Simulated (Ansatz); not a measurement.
Reaction (ligand exchange at the Si–N bond): `CN(C)[Si]Cl` + CH₃SH → `CS[Si]Cl` + `CNC`

Calculated with Ansatz (gas phase, PBE0-D4/def2-TZVP geometries, no zero-point term in ΔE). CCSD(T)/CBS adds triple-zeta CCSD(T) − MP2 to the extrapolated MP2 energy (def2 sets, frozen cores). This one scheme is used for every species. Functionals use def2-TZVPP. B3LYP here is the variant with VWN-RPA as its local correlation; programs differ in this. One conformer a species, not always the lowest.

```json
{"level": "r2SCAN-D4", "ΔE (kcal/mol)": "3.8"}
{"level": "B97M-V", "ΔE (kcal/mol)": "3.6"}
{"level": "B3LYP-D4", "ΔE (kcal/mol)": "4.5"}
{"level": "PBE", "ΔE (kcal/mol)": "2.0"}
{"level": "revPBE", "ΔE (kcal/mol)": "1.2"}
{"level": "B3LYP", "ΔE (kcal/mol)": "3.8"}
{"level": "LC-ωPBE", "ΔE (kcal/mol)": "5.8"}
{"level": "CCSD(T)/def2-TZVPP", "ΔE (kcal/mol)": "6.2"}
```

(1) What does CCSD(T)/CBS give? (An estimate is asked.)

Largest T1 diagnostic among the species: 0.014.

## Answers

(1) Ansatz gave: +5.2 kcal/mol. The listed levels differ from it by -1.4, -1.6, -0.7, -3.2, -4.0, -1.4, 0.6, 1.0 kcal/mol.

At CCSD(T), def2-SVP lies +1.4 kcal/mol from the extrapolated value and def2-TZVPP +1.0 kcal/mol. In def2-TZVPP, CCSD(T) changes the Hartree–Fock value by +0.9 kcal/mol (the triples alone add −0.3 kcal/mol) and MP2 by +1.1 kcal/mol. From BLYP to BHLYP (50 % exact exchange), in def2-TZVPP and without D4, ΔE moves by +1.8 kcal/mol.
